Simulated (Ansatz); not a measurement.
Correlation energies of H5N2Sb, SMILES `[NH2][SbH][NH2]` by basis set

```xyz
8

N    -0.968    1.048   -0.444
Sb    0.785    0.059   -0.727
N     0.907   -0.540    1.200
H    -0.870    2.053   -0.505
H    -1.692    0.759   -1.089
H    -0.078   -1.282   -1.395
H     1.781   -0.990    1.440
H     0.135   -1.107    1.522
```

Total charge 0; spin multiplicity 1. Correlated methods include outer-core shells of Sb, which these sets cover unevenly. Sb: def2 effective core potential. Geometry: relaxed with PBE0-D4/def2-TZVP. It is one conformer, not always the lowest. Frozen core, restricted reference, Ansatz 0.2.0.

```csv
basis,HF (Eh),MP2 corr.,CCSD corr.,(T),CCSD(T) total
def2-SVP,-350.95217,-0.47137,-0.50532,-0.01423,-351.47172
def2-TZVPP,-351.11372,-0.79305,-0.80362,-0.02858,-351.94592
def2-QZVPP,-351.12256,-1.06410,–,–,–
```
